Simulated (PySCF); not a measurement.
Vertical excitation energies

C3H10N2Si.
SMILES: `[SiH2]1NC[C@@H](N1)C`

Computed with PySCF, TDDFT PBE0/def2-SVPD, vertical, gas phase, core orbitals frozen in the response. One conformer (not necessarily the lowest) at the PBE0-D3(BJ)/def2-SVP geometry, without solvent, vibrations or thermal averaging.

**Question.** Predict the UV-vis stick spectrum at this level.

**Answer.** 

```json
{"state": "S1", "E (eV)": "5.70", "E (hartree)": "0.2096", "f": "0.011", "|μ| (D)": "0.71", "main configurations (H = HOMO, L = LUMO)": "H→L (93%)"}
{"state": "S2", "E (eV)": "5.77", "E (hartree)": "0.2119", "f": "0.0088", "|μ| (D)": "0.63", "main configurations (H = HOMO, L = LUMO)": "H-1→L (87%)"}
{"state": "S3", "E (eV)": "6.03", "E (hartree)": "0.2216", "f": "0.0002", "|μ| (D)": "0.10", "main configurations (H = HOMO, L = LUMO)": "H→L+1 (81%), H-1→L (8%)"}
{"state": "S4", "E (eV)": "6.21", "E (hartree)": "0.2283", "f": "0.0070", "|μ| (D)": "0.55", "main configurations (H = HOMO, L = LUMO)": "H-1→L+1 (85%)"}
{"state": "S5", "E (eV)": "6.89", "E (hartree)": "0.2532", "f": "0.014", "|μ| (D)": "0.74", "main configurations (H = HOMO, L = LUMO)": "H→L+2 (85%)"}
{"state": "S6", "E (eV)": "7.03", "E (hartree)": "0.2582", "f": "0.016", "|μ| (D)": "0.78", "main configurations (H = HOMO, L = LUMO)": "H→L+3 (54%), H-1→L+2 (21%)"}
```

The lowest singlet lies at 5.70 eV (217 nm, ultraviolet) and is weak; its leading configuration is HOMO→LUMO (93%). The most intense listed level is S6 at 7.03 eV (176 nm, f = 0.016), 1.32 eV above S1. It is the last of those listed, so stronger ones may follow. Löwdin shares by element: HOMO nitrogen 63%, carbon 14% or more (atoms not listed hold the other 23%); LUMO silicon 32%, hydrogen 32% or more (atoms not listed hold the other 35%). Orbital energies (eV): HOMO-3 -9.50, HOMO-2 -9.38, HOMO-1 -6.72, HOMO -6.56, LUMO 0.43, LUMO+1 0.69, LUMO+2 1.34. Weighted by f, the mean energy of these states is 6.44 eV. The listed states span 1.32 eV, and the widest gap between neighbours is 0.68 eV (S4 to S5). No computed singlet lies in the visible range (380 to 750 nm); the lowest, at 217 nm, stands 2.44 eV above its violet end (3.26 eV). Only the lowest 6 singlets were computed, as vertical energies without vibronic structure.
